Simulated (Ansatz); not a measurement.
A run for Ansatz (an electronic-structure program): U-CCSD(T)/def2-TZVPP on ClFHIn (SMILES [F][InH][Cl]), a point of a bond scan (R = 5.419 Å). Elements past Kr take the def2 small-core potentials; no spin–orbit coupling. The run froze 15 orbitals, filled d shells among them.

Ansatz 0.2 input:
```yaml
crystal:
  periodic: [false, false, false]
  atoms:
    - {symbol: In, position_ang: [-0.09474537, -0.41822875, 0.20223357]}
    - {symbol: H, position_ang: [-3.05952841, -4.88229416, 1.00936637]}
    - {symbol: F, position_ang: [1.57814816, -0.11257062, 1.16386102]}
    - {symbol: Cl, position_ang: [-0.50232767, 1.37174079, -1.22580333]}
basis:
  gaussian:
    orbitals: def2-TZVPP
correlation: {method: ccsd_t, electrons: outside_noble_gas}
scf: {omitted_lower_state_checks: [cluster_reference]}
magnetization: {spin_polarized: true, initial_magnetization: 0}
```

Output:

```
WARN ansatz: RAYON_NUM_THREADS=1 ignored (pool sized by the plan → 1); use --threads N
Functional definition: HF
these checks for a lower state are left out or cut short: cluster_reference
integrals: 0.43 GiB planned
1007 factors; integrals over basis functions are off by at most 9.9e-4 eV
mean field: 0.54 GiB planned
mean field evaluation 1: about -20362.7964 eV, gradient 2.8e1 eV
mean field evaluation 2: about -20362.8038 eV, gradient 2.8e1 eV
mean field evaluation 4: about -20367.8518 eV, gradient 1.2e1 eV
mean field evaluation 8: about -20370.9603 eV, gradient 9.0e-1 eV
mean field evaluation 16: about -20370.9691 eV, gradient 8.4e-3 eV
mean field evaluation 32: about -20375.4032 eV, gradient 9.6e-1 eV
mean field evaluation 64: about -20371.5775 eV, gradient 1.8e0 eV
mean field evaluation 96: about -20370.5759 eV, gradient 6.6e0 eV
mean field evaluation 128: about -20370.9691 eV, gradient 2.0e-5 eV
mean field -20375.42495362 eV, -748.7830560865 hartree, gradient 3.3e-6 eV, S^2 1.007110; 10 other end points of the search recorded, 0 dependent functions left out
15 core orbitals not correlated, not the lowest: weight in the atoms' cores, before any rotation towards them, 0.609 or more for the frozen orbitals, at most 0.394 for the correlated occupied ones
reference -20375.42495362 eV, -748.7830560865 hartree; 9, 9 occupied and 113, 113 virtual orbitals, 1007 factors
second order -13.36223855 eV of doubles, -0.00000000 eV of singles
coupled cluster: 1.04 GiB planned
cycle   1  -13.41169041 eV  change   -4.9e-2 eV  update   8.9e-2
cycle   2  -13.67980461 eV  change   -2.7e-1 eV  update   3.2e-2
cycle   3  -13.77289345 eV  change   -9.3e-2 eV  update   1.8e-2
cycle   4  -13.77072161 eV  change    2.2e-3 eV  update   6.0e-3
cycle   5  -13.76489144 eV  change    5.8e-3 eV  update   2.8e-3
cycle   6  -13.76570323 eV  change   -8.1e-4 eV  update   1.1e-3
cycle   7  -13.76598935 eV  change   -2.9e-4 eV  update   5.0e-4
cycle   8  -13.76593852 eV  change    5.1e-5 eV  update   2.1e-4
cycle   9  -13.76600950 eV  change   -7.1e-5 eV  update   1.0e-4
cycle  10  -13.76601467 eV  change   -5.2e-6 eV  update   4.1e-5
cycle  11  -13.76598993 eV  change    2.5e-5 eV  update   2.5e-5
cycle  12  -13.76600760 eV  change   -1.8e-5 eV  update   1.8e-5
coupled cluster: 1.04 GiB planned
perturbative correction -0.49648903 eV, -0.0182456353 hartree
Total energy: -20389.68745025 eV, -749.3071931703 hartree
Checks for a lower state left out: cluster_reference
```

The run converged. Its determinant has ⟨S²⟩ = 1.01, a mixture of spin states.

Cost: about 30 core-seconds (a rough figure).
